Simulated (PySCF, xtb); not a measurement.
C2H3ClF2O2Si, SMILES CC(=O)O[Si](F)(F)Cl.

GFN2-xTB (xtb) at its own geometry gives an orbital gap of 4.96 eV and a dipole moment of 2.91 D.

Geometry optimised at ωB97X-D3(BJ)/def2-SVP. One conformer was computed; it need not be the lowest.

Question: What does PBE/def2-TZVP run with PySCF give? (The exact figures need the calculation; the answer reports its results.)

Answer: gap 5.29 eV (levels -7.05 and -1.76 eV), dipole 2.72 D.
